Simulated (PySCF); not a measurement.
chlorocyclobutane (C₄H₇Cl), SMILES ClC1CCC1. Atoms are numbered in the order given.

```xyz
12

Cl     1.7814     0.0905     0.0000
C      0.0702    -0.4613     0.0000
C     -0.8729     0.0879    -1.0797
C     -1.9840     0.0773     0.0000
C     -0.8729     0.0879     1.0797
H      0.1013    -1.5614     0.0000
H     -1.0041    -0.5019    -1.9998
H     -0.5861     1.1174    -1.3447
H     -2.5447    -0.8708     0.0000
H     -2.7017     0.9115     0.0000
H     -1.0041    -0.5019     1.9998
H     -0.5861     1.1174     1.3447
```
Charge 0, spin multiplicity 1.

Geometry optimised at r2SCAN-D4/def2-SVP.

Two levels are set side by side: PBE/pcSseg-1 (PySCF) and PBE0/pcSseg-1 (PySCF). GIAO shifts against HCl (³⁵Cl), TMS (¹H), TMS (¹³C) at the same level; non-relativistic, no solvent, atoms listed together averaged. Without spin–orbit terms, shifts of atoms bonded to Cl or Br come out too high at both levels. Differences are taken from unrounded values.

| quantity | PBE0 |
|---|---|
| δ(³⁵Cl) of Cl1 (ppm) | 195.3 |
| δ(¹³C) of C2 (ppm) | 61.2 |
| δ(¹³C) of C3, C5 (ppm) | 40.1 |
| δ(¹³C) of C4 (ppm) | 20.4 |
| δ(¹H) of H6 (ppm) | 4.37 |

Q: What does PBE give, and how far is it from PBE0? (An estimate is asked for; the answer gives what the named calculation found.)

A: 
```csv
quantity,PBE,PBE minus PBE0
δ(³⁵Cl) of Cl1 (ppm),224.4,29.0
δ(¹³C) of C2 (ppm),64.4,3.2
"δ(¹³C) of C3, C5 (ppm)",42.1,2.0
δ(¹³C) of C4 (ppm),21.6,1.2
δ(¹H) of H6 (ppm),4.51,0.14
```

Rough cost on one machine, each run with all the roots and properties that it gave: PBE0 against PBE within a factor of 2.
